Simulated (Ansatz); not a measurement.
Consider the cleavage of the B–Si bond: `B[SiH](F)BCl` + `[SiH3][SeH]` → `[SiH3][Se]BCl` + `B[SiH2]F`.

Isolated molecules relaxed with PBE0-D4/def2-TZVP in Ansatz; ΔE leaves out vibrations. CBS: MP2 limit from def2 TZ/QZ plus the TZ coupled-cluster correction, frozen cores. Functionals use def2-TZVPP. B3LYP here is the variant with VWN-RPA as its local correlation; programs differ in this. For Se outer-core shells are correlated without core-valence functions, which leaves a few kJ/mol of doubt a bond. Scalar relativity is left out up to krypton. Each species was taken in one conformer, which may not be the lowest.

```
          level  ΔE (kJ/mol)  difference from CCSD(T)/CBS
       B3LYP-D4        -88.5                          5.5
        ωB97M-V        -90.8                          3.2
         B2PLYP        -93.6                          0.4
            PBE        -84.2                          9.8
         r2SCAN        -89.6                          4.4
 MP2/def2-TZVPP       -105.7                        -11.7
CCSD/def2-TZVPP        -91.9                          2.1
   HF/CBS(def2)        -89.6                          4.4
  MP2/CBS(def2)       -106.0                        -12.0
 CCSD/CBS(def2)        -92.2                          1.8
    CCSD(T)/CBS        -94.0                            0
```

Largest T1 diagnostic among the species: 0.014.

In def2-TZVPP, CCSD(T) changes the Hartree–Fock value by −3.6 kJ/mol (the triples alone add −1.8 kJ/mol) and MP2 by −15.7 kJ/mol. From PBE to PBE0 (25 % exact exchange), in def2-TZVPP and without D4, ΔE moves by −3.0 kJ/mol.
